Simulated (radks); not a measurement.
Spherical jellium clusters: N electrons in a uniform positive sphere of charge N and radius rs N^(1/3), rs = 3.3 bohr. Calculated with a radial shooting solver with Libxc functionals: non-relativistic Kohn-Sham, PBE, spin-polarised, spherical densities. Levels are named by radial order and angular momentum (1s, 1p, 1d, 2s, ...), and open shells are averaged over m.

N = 7, configuration 1s2 1p(up 3, down 2). This is the lowest configuration that the search found. Occupied and some empty levels:

| level | occupation | eigenvalue (eV) | <r> (bohr) |
|---|---|---|---|
| 1s up | 1 | -5.5457 | 4.329 |
| 1s down | 1 | -5.3430 | 4.267 |
| 1p up | 3 | -3.6685 | 5.385 |
| 1p down | 2 | -3.4152 | 5.401 |
| 1d up | 0 | -1.5493 | 6.599 |
| 1d down | 0 | -1.3166 | 6.723 |
| 2s up | 0 | -1.2020 | 7.400 |
| 2s down | 0 | -1.1010 | 7.505 |

Energy (eV): total -11.5393, kinetic 16.345, external -243.98, Hartree 118.02, exchange-correlation -28.657, background 126.73.
